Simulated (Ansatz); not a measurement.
Z-matrix (Å, degrees):
```
W
O 1 1.920
O 1 1.894 2 80.3
S 1 2.122 2 108.3 3 106.7
O 1 1.882 2 148.4 3 -74.8
O 1 1.923 2 79.8 3 -149.4
H 1 2.471 2 20.9 3 -168.2
H 1 2.497 2 60.5 3 0.3
H 1 2.487 2 99.3 3 -155.7
H 5 0.961 1 125.9 2 2.9
```

Charge 0, multiplicity 1. W takes the def2 core potential.

Problem. List the r2SCAN/def2-TZVPP orbital energies in eV (the Gaussian-basis code of Ansatz). (An estimate is asked.)

Solution. The calculation gave: Occupied: -2408.69, -516.71, -516.24, -516.22, -515.96, -213.15, -157.15, -157.12, -157.12, -81.96, -45.54, -45.50, -45.30, -26.73, -26.36, -25.89, -25.76, -17.35, -14.25, -13.63, -12.81, -12.46, -10.67, -10.34, -9.64, -9.54, -8.97, -8.71, -8.31, -8.24, -7.90, -6.82, -6.74. Lowest empty: -3.29, -2.33, -2.28, -1.32, -0.11, 0.83, 1.52, 1.63.
